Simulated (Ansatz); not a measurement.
`F[C@H]1[SiH2][C@@H]1Cl` + H₂ → `ClC1C[SiH2]1` + H–F at 500 K and 1 bar (hydrogenolysis of a C–F bond).

Calculated with Ansatz (gas phase, PBE0-D4/def2-TZVP geometries, no zero-point term in ΔE). CBS: MP2 limit from def2 TZ/QZ plus the TZ coupled-cluster correction, frozen cores. This one scheme is used for every species.

| species | CCSD(T)/CBS energy (Eh) | H − E (kJ/mol) | S (J/(mol·K)) |
| --- | --- | --- | --- |
| `F[C@H]1[SiH2][C@@H]1Cl` | -927.09051 | 181.1 | 385.1 |
| H₂ | -1.17544 | 41.0 | 145.5 |
| `ClC1C[SiH2]1` | -827.92017 | 196.8 | 358.6 |
| H–F | -100.39570 | 39.4 | 188.7 |

H − E and S are ideal-gas, rigid-rotor, harmonic terms from PBE0-D4/def2-TZVP, for one conformer and one mirror image of each species. The MP2-based limit puts H₂ 0.8 mEh under its directly extrapolated value; such offsets cancel only in part. 1 Eh = 2625.50 kJ/mol, R = 8.31446 J/(mol·K).

By hand: ΔE, ΔH, ΔS and ΔG.

ΔE = (-827.92017) + (-100.39570) − (-927.09051) − (-1.17544) = -0.04992 Eh = -131.1 kJ/mol. Δ(H − E) = 196.8 + 39.4 − 181.1 − 41.0 = 14.1, so ΔH = -117.0 kJ/mol. ΔS = 358.6 + 188.7 − 385.1 − 145.5 = 16.7 J/(mol·K). ΔG = -117.0 − 500 × (16.7)/1000 = -125.3 kJ/mol.

By hand: the equilibrium constant, and the temperature at which ΔG would vanish if ΔH and ΔS stayed fixed.

log₁₀ K = −ΔG/(RT ln 10) = 13.1. ΔH and −TΔS have one sign here, so there is no such temperature.

ΔH outweighs TΔS. A doubt of 5 kJ/mol in ΔE shifts log₁₀ K by 0.5 here. Other conformers and mirror images would add mixing entropy, several J/(mol·K) or more a flexible species. These are equilibria of isolated gas molecules and say nothing of rates. Largest T1 diagnostic: 0.012 (customary marks: 0.02 for closed shells, 0.045 for open ones).
